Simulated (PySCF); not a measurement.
## NMR data sheet: C₄H₁₂OSi₂

| Item | Value |
| --- | --- |
| Formula | C4H12OSi2 |
| SMILES | O=C(C[SiH3])CC[SiH3] |
| InChI | InChI=1S/C4H12OSi2/c5-4(3-7)1-2-6/h1-3H2,6-7H3 |
| Point group of the computed structure | C1 |
| Degrees of unsaturation | 1 |
| Carbon signals | 4 |
| Proton signals | 5 |

Atoms are numbered as in `[O:1]=[C:2]([CH2:3][SiH3:4])[CH2:5][CH2:6][SiH3:7]` (H(Xn): hydrogen on atom n).

No solvent model, no relativistic terms, single conformer, fast rotation and ring inversion assumed for equivalent nuclei. GIAO PBE0/pcSseg-1 shieldings; structure optimised with GFN2-xTB; PySCF 2.14.0 with density-fitted response routines.

Scale: ¹H (σ = 31.72 ppm) and ¹³C (σ = 186.93 ppm) and ²⁹Si (σ = 349.16 ppm) against TMS; ¹⁷O (σ = 336.08 ppm) vs H2O (reference shieldings calculated alike).

| carbon | δC, type | δH (multiplicity) | HMBC from (2–3 bonds) | span of the C tensor (ppm) |
| --- | --- | --- | --- | --- |
| C2 | 221.1, C | – | H(Si4), H(C5), H(C3), H(C6) | 209 |
| C3 | 32.5, CH2 | 2.33 (q) | H(Si4), H(C5) | 64 |
| C5 | 41.2, CH2 | 2.62 (t) | H(Si7), H(C3), H(C6) | 42 |
| C6 | 7.3, CH2 | 0.74 (m) | H(Si7), H(C5) | 23 |

Other nuclei:
```
 atoms  nucleus                        environment  δ (ppm)  σ (ppm)
H(Si7)       ¹H  hydrogen on a silicon bonded to C     4.13    27.59
H(Si4)       ¹H  hydrogen on a silicon bonded to C     4.01    27.70
   Si4     ²⁹Si           silicon bonded to C, 3 H    -66.1    415.2
   Si7     ²⁹Si           silicon bonded to C, 3 H    -77.9    427.1
    O1      ¹⁷O                      ketone oxygen    611.7   -275.6
```

- Carbon types of the structure: 1 × C, 3 × CH2, leaving 6 H on heteroatoms.
- δC 221.1: ketone carbonyl carbon; low-lying n→π* states of the double bond to the heteroatom give a large paramagnetic term (-290 ppm).
- δC 41.2: sp3 CH2 α to a carbonyl; α to the electron-withdrawing carbonyl group.
- δC 32.5: sp3 CH2 bonded to Si, α to a carbonyl; the adjacent C=O deshields it moderately.
- δC 7.3: sp3 CH2 bonded to Si; an electropositive neighbour leaves it electron-rich and shielded.
- δH 0.74: hydrogen on an sp3 CH2 bonded to Si; an electropositive neighbour shields it, as in TMS itself.

Shifts are as computed. Against solution values, carbons near 30 ppm lie about +3 ppm off and those near 130 ppm about +5 ppm. Of 1211 compounds with measured shifts, 218 miss one by over three times the rms of a fit or turn the order of signals round; such compounds aren't used in these exercises. Unscaled 17O shifts of doubly bonded oxygen tend to come out too high, by tens of ppm or more. Experimental scales use liquid or dissolved standards, which lie at an offset from isolated H2O (liquid H2O: subtract about 36 ppm). No couplings were computed; multiplicities are counted from neighbouring protons, with m where these are inequivalent, close in shift, in a saturated or five-membered ring or joined by F or P, and br s for small geminal =CH2 splittings.
